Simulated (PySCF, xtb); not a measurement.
GeHIO, SMILES [OH][Ge][I] (connectivity only; charge and spin as stated), neutral, multiplicity 1.

xtb with GFN2-xTB at its own geometry gives an orbital gap of 3.84 eV and a dipole moment of 8.47 D.

Geometry: PBE0-D3(BJ)/def2-TZVP. The def2 effective core potentials stand for the cores of I; spin–orbit coupling is left out. The values are those of a single conformer.

Q: What does r2SCAN/def2-TZVPD run with PySCF give? (An estimate is asked for; the answer gives what the named calculation found.)

A: gap 3.24 eV (levels -6.48 and -3.23 eV), dipole 2.85 D.
